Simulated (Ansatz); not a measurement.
A nudged elastic band was laid between two geometries of CH5GaO + H (9 atoms, charge 0, multiplicity 2).

Computed with Ansatz, UKS PBE0-D4/def2-SVP.

```json
{"movable images": "7", "climbing image": "yes", "spring": "5.0 eV/Å²", "optimiser": "quadratic models (default)", "start path": "through a guess of the saddle point", "force threshold": "0.05 eV/Å", "iteration limit": "60", "end points": "relaxed"}
```

First end point:

```xyz
9
Properties=species:S:1:pos:R:3
Ga -0.164 -0.167 -0.185
H 0.048 -0.151 1.372
O 1.296 -0.381 -1.200
H 2.120 -0.489 -0.715
C -1.816 0.021 -1.208
H -2.486 -0.832 -1.015
H -2.358 0.936 -0.921
H -1.593 0.058 -2.284
H 0.532 0.052 4.294
```

Last end point:

```xyz
9
Properties=species:S:1:pos:R:3
Ga -0.065 -1.069 -0.565
H -0.287 -0.097 2.420
O 1.441 -0.190 -1.027
H 2.264 -0.658 -0.854
C -1.722 -0.026 -0.955
H -2.486 -0.656 -1.432
H -2.128 0.372 -0.013
H -1.441 0.805 -1.620
H 0.003 0.568 2.187
```

Task: What changes between the two ends?

Result: Bonds broken: Ga1–H2. Bonds formed: H2–H9. CH5GaO + H becomes CH4GaO + H2.

Task: What energy profile does the band end with?

Result: The run converged. The highest image is number 2 of 0 to 8, 0.023 eV above the first end and 1.021 eV above the last; the last end lies 0.998 eV below the first. A vibrational analysis at the climbing image gives one clearly imaginary mode, 301i cm⁻¹: a first-order saddle point.

| image | path coordinate (Å) | energy (eV) | Ga1–H2 (Å) | H2–H9 (Å) |
| --- | --- | --- | --- | --- |
| 0 | 0.00 | 0.000 | 1.57 | 2.97 |
| 1 | 0.61 | 0.005 | 1.57 | 2.41 |
| 2 | 1.22 | 0.023 | 1.59 | 1.75 |
| 3 | 2.01 | -0.864 | 2.42 | 0.79 |
| 4 | 2.80 | -0.969 | 3.02 | 0.76 |
| 5 | 3.59 | -0.980 | 3.29 | 0.76 |
| 6 | 4.39 | -0.984 | 3.21 | 0.76 |
| 7 | 5.18 | -0.991 | 3.14 | 0.76 |
| 8 | 5.97 | -0.998 | 3.15 | 0.76 |

Task: What is the geometry of the highest image?

Result: 
```xyz
9
Properties=species:S:1:pos:R:3
Ga -0.129 -0.143 -0.063
H 0.100 -0.077 1.509
O 1.317 -0.430 -1.079
H 2.147 -0.532 -0.604
C -1.793 0.033 -1.070
H -2.408 -0.872 -0.942
H -2.388 0.890 -0.718
H -1.575 0.157 -2.141
H 0.307 0.023 3.247
```

Task: What are the harmonic wavenumbers there?

Result: 301i, 42, 81, 90, 171, 385, 506, 583, 613, 705, 718, 773, 794, 1215, 1424, 1428, 1747, 3062, 3163, 3186, 3924 cm⁻¹.

The run took 2.8 min on 4 threads of Arm Neoverse V1, on a shared host, peak memory 0.26 GiB.
